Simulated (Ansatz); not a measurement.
`CN([SiH2]Cl)[SiH](O)F` and `CC(C)N(C)[SiH2]Cl` differ in one atom or group.

Ansatz, PBE0-D4/def2-TZVP geometries, multiplicity 1. Each molecule was computed in one conformer, which needn't be the lowest.

| property | `CN([SiH2]Cl)[SiH](O)F` |
| --- | --- |
| LUMO energy (PBE0/def2-TZVPP) / eV | 0.27 |
| LUMO energy (ωB97M-V/def2-TZVPP) / eV | 1.99 |
| size of the dipole moment (PBE/def2-TZVPP) / D | 2.22 |
| HOMO energy (PBE0/def2-TZVPP) / eV | -7.89 |
| HOMO energy (ωB97M-V/def2-TZVPP) / eV | -10.19 |
| size of the dipole moment (B3LYP/def2-TZVPP) / D | 2.35 |

**Question.** Give the same properties after the change, and the shifts. (Best estimate.)

**Answer.** The calculation gave: 
```tsv
property	`CC(C)N(C)[SiH2]Cl`	shift
LUMO energy (PBE0/def2-TZVPP) / eV	0.74	0.47
LUMO energy (ωB97M-V/def2-TZVPP) / eV	2.33	0.34
size of the dipole moment (PBE/def2-TZVPP) / D	2.32	0.10
HOMO energy (PBE0/def2-TZVPP) / eV	-6.80	1.09
HOMO energy (ωB97M-V/def2-TZVPP) / eV	-9.10	1.09
size of the dipole moment (B3LYP/def2-TZVPP) / D	2.32	-0.03
```

With PBE0 the HOMO rises by 1.09 eV and the LUMO rises by 0.47 eV, so the gap narrows by about 0.62 eV. PBE moves the HOMO by 1.01 eV and ωB97M-V by 1.09 eV. Dipoles are sizes alone; their direction can turn.

B3LYP here is the variant with VWN-RPA as its local correlation; programs differ in this.
